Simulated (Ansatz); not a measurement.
`CSBO[SiH3]` + `C=C(Cl)CC` → `CCBSC` + `C=C(Cl)O[SiH3]`  (formal exchange of groups at a B–O bond)

Isolated molecules relaxed with PBE0-D4/def2-TZVP in Ansatz; ΔE leaves out vibrations. CBS: MP2 limit from def2 TZ/QZ plus the TZ coupled-cluster correction, frozen cores. Functionals use def2-TZVPP. B3LYP here is the variant with VWN-RPA as its local correlation; programs differ in this. One conformer a species, not always the lowest.

`CSBO[SiH3]`:

Cartesian coordinates in Å:
```
C 1.062 0.401 -2.335
S 0.526 0.775 -0.649
B -0.221 -0.773 -0.117
O -0.755 -0.900 1.118
Si -0.928 0.095 2.428
H 0.826 -0.635 -2.576
H 0.549 1.064 -3.031
H 2.137 0.559 -2.412
H -0.243 -1.704 -0.871
H -1.700 1.304 2.049
H -1.660 -0.678 3.457
H 0.408 0.492 2.940
```

`C=C(Cl)CC`:

Z-matrix (Å, degrees):
```
C
C 1 1.523
C 1 1.492 2 113.6
H 1 1.093 2 110.2 3 -120.7
H 1 1.095 2 109.6 3 121.7
H 2 1.091 1 111.1 3 -60.0
H 2 1.092 1 110.9 3 60.2
H 2 1.092 1 110.4 3 -179.9
Cl 3 1.741 1 114.4 2 64.8
C 3 1.324 1 126.0 2 -115.0
H 10 1.082 3 122.2 1 179.8
H 10 1.084 3 119.5 1 -0.4
```

`CCBSC`:

```xyz
14

C     2.063    0.734    0.475
C     0.609    0.304    0.313
B     0.257   -0.367   -1.057
S    -1.341   -0.984   -1.501
C    -2.392   -0.666   -0.065
H     2.245    1.198    1.448
H     2.349    1.454   -0.295
H     2.738   -0.120    0.384
H     0.324   -0.382    1.122
H    -0.058    1.167    0.454
H     1.063   -0.515   -1.932
H    -3.391   -1.030   -0.304
H    -2.445    0.401    0.148
H    -2.021   -1.196    0.811
```

`C=C(Cl)O[SiH3]`:

Cartesian coordinates in Å:
```
C 0.299 -0.443 2.074
C 0.403 -0.075 0.806
Cl 1.889 0.591 0.183
O -0.580 -0.175 -0.085
Si -0.594 0.245 -1.700
H 1.132 -0.337 2.750
H -0.637 -0.852 2.428
H -1.966 -0.109 -2.122
H 0.406 -0.541 -2.460
H -0.353 1.696 -1.873
```

| level | ΔE (kcal/mol) | difference from CCSD(T)/CBS |
| --- | --- | --- |
| PBE-D4 | 34.0 | -4.8 |
| r2SCAN-D4 | 35.7 | -3.1 |
| PBE0-D4 | 35.6 | -3.2 |
| B3LYP-D4 | 36.9 | -1.9 |
| ωB97X-V | 36.6 | -2.2 |
| ωB97M-V | 36.8 | -2.0 |
| B2PLYP | 38.0 | -0.8 |
| PBE | 34.0 | -4.8 |
| r2SCAN | 35.7 | -3.1 |
| PBE0 | 35.6 | -3.2 |
| B3LYP | 36.9 | -1.9 |
| HF/def2-TZVPP | 40.9 | 2.1 |
| MP2/def2-TZVPP | 39.5 | 0.7 |
| SCS-MP2/def2-TZVPP | 39.5 | 0.7 |
| CCSD/def2-TZVPP | 38.9 | 0.1 |
| CCSD(T)/def2-TZVPP | 38.5 | -0.3 |
| HF/def2-QZVPP | 41.0 | 2.2 |
| MP2/def2-QZVPP | 39.7 | 0.9 |
| SCS-MP2/def2-QZVPP | 39.8 | 1.0 |
| HF/CBS(def2) | 41.1 | 2.3 |
| MP2/CBS(def2) | 39.8 | 1.0 |
| CCSD/CBS(def2) | 39.2 | 0.4 |
| CCSD(T)/CBS | 38.8 | 0 |

Largest T1 diagnostic among the species: 0.013.

In def2-TZVPP, CCSD(T) changes the Hartree–Fock value by −2.4 kcal/mol (the triples alone add −0.4 kcal/mol) and MP2 by −1.4 kcal/mol. From PBE to PBE0 (25 % exact exchange), in def2-TZVPP and without D4, ΔE moves by +1.6 kcal/mol.
